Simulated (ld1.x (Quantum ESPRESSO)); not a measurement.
**u(r) = r·R(r): atom against pseudo-atom (Ce (Z = 58))**

Columns: radius, all-electron u(r) and pseudo u(r) of the 6s shell (level -3.59 eV) of cerium in the configuration [Kr] 4d10 4f1 5s2 5p6 5d1 6s2 6p0; BLYP, scalar-relativistic, PAW scheme, ld1.x (Quantum ESPRESSO) 7.5.

```json
{"r (bohr)": "0.168", "all-electron": "0.0898", "pseudo": "0.2383"}
{"r (bohr)": "0.335", "all-electron": "-0.0325", "pseudo": "0.4518"}
{"r (bohr)": "0.503", "all-electron": "-0.1642", "pseudo": "0.6224"}
{"r (bohr)": "0.670", "all-electron": "-0.0629", "pseudo": "0.7333"}
{"r (bohr)": "0.838", "all-electron": "0.1031", "pseudo": "0.7785"}
{"r (bohr)": "1.005", "all-electron": "0.2204", "pseudo": "0.7580"}
{"r (bohr)": "1.172", "all-electron": "0.2627", "pseudo": "0.6797"}
{"r (bohr)": "1.340", "all-electron": "0.2405", "pseudo": "0.5562"}
{"r (bohr)": "1.508", "all-electron": "0.1741", "pseudo": "0.4043"}
{"r (bohr)": "1.675", "all-electron": "0.0838", "pseudo": "0.2422"}
{"r (bohr)": "1.842", "all-electron": "-0.0156", "pseudo": "0.0841"}
{"r (bohr)": "2.010", "all-electron": "-0.1146", "pseudo": "-0.0597"}
{"r (bohr)": "2.178", "all-electron": "-0.2065", "pseudo": "-0.1816"}
{"r (bohr)": "2.345", "all-electron": "-0.2873", "pseudo": "-0.2792"}
{"r (bohr)": "2.512", "all-electron": "-0.3562", "pseudo": "-0.3551"}
{"r (bohr)": "2.680", "all-electron": "-0.4134", "pseudo": "-0.4138"}
{"r (bohr)": "2.848", "all-electron": "-0.4590", "pseudo": "-0.4591"}
{"r (bohr)": "3.015", "all-electron": "-0.4937", "pseudo": "-0.4937"}
{"r (bohr)": "3.182", "all-electron": "-0.5188", "pseudo": "-0.5188"}
{"r (bohr)": "3.350", "all-electron": "-0.5356", "pseudo": "-0.5356"}
{"r (bohr)": "3.518", "all-electron": "-0.5451", "pseudo": "-0.5451"}
{"r (bohr)": "3.685", "all-electron": "-0.5484", "pseudo": "-0.5484"}
{"r (bohr)": "3.852", "all-electron": "-0.5464", "pseudo": "-0.5464"}
{"r (bohr)": "4.020", "all-electron": "-0.5400", "pseudo": "-0.5400"}
{"r (bohr)": "4.188", "all-electron": "-0.5299", "pseudo": "-0.5299"}
{"r (bohr)": "4.355", "all-electron": "-0.5170", "pseudo": "-0.5170"}
```

(1) How many radial nodes do the two functions have?

(2) At about which radius was the pseudo-wave matched?

(3) Is the pseudo-wave norm-conserving?

Answers

(1) The all-electron 6s function has n − l − 1 = 5 (the table is too coarse to show those close to the nucleus); the pseudo-wave has 1, since 1 lower shell of the same l stays in the valence.

(2) 2.95 bohr. The columns agree to 0.0005 from 2.68 bohr on; several derivatives are matched, so the curves merge somewhat inside the radius.

(3) No, it belongs to a PAW set: the norm inside the radius is not constrained, and the difference is carried by the augmentation charge.
